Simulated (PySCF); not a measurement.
# Two-component Hartree-Fock for Hg (mercury, neutral)

Start: [Xe] 4f14 5d10 6s2. Calculated with PySCF 2.14 in x2c-TZVPPall-2c with one added diffuse shell each of s, p, d, f type (12s12p11d4f1g, 140 functions): generalised Hartree-Fock with the X2C-1e Hamiltonian and a Gaussian nucleus; spin-orbit coupling (SO) screened by Boettger's factors.

```csv
spinor shell,electrons,"ε, screened SO (eV)",weight of nominal j (screened SO),"rms radius, screened SO (bohr)"
1s1/2,2,-83538.8,1.000,0.0187
2s1/2,2,-14956.6,1.000,0.0755
2p1/2,2,-14325.9,1.000,0.0639
2p3/2,4,-12372.8,1.000,0.0720
3s1/2,2,-3619.1,1.000,0.193
3p1/2,2,-3336.1,1.000,0.184
3p3/2,4,-2897.1,1.000,0.201
3d3/2,4,-2434.1,1.000,0.176
3d5/2,6,-2340.5,1.000,0.180
4s1/2,2,-833.47,1.000,0.424
4p1/2,2,-711.03,1.000,0.429
4p3/2,4,-603.54,1.000,0.463
4d3/2,4,-403.24,1.000,0.475
4d5/2,6,-382.56,1.000,0.486
5s1/2,2,-138.83,1.000,0.970
4f5/2,6,-122.05,1.000,0.525
4f7/2,8,-117.80,1.000,0.529
5p1/2,2,-96.325,1.000,1.05
5p3/2,4,-77.360,1.000,1.15
5d3/2,4,-17.855,1.000,1.55
5d5/2,6,-15.712,1.000,1.63
6s1/2,2,-8.916,1.000,3.06
```

```csv
quantity,screened SO
E (hartree),-19639.66530
M_J,0
⟨J²⟩,0.000
⟨L²⟩,0.188
⟨S²⟩,0.188
```

Breit and QED terms are absent; they matter most for the inner s and p1/2 levels.

Densities and radii are taken from the X2C orbitals without a picture-change correction, which distorts them close to the nucleus.
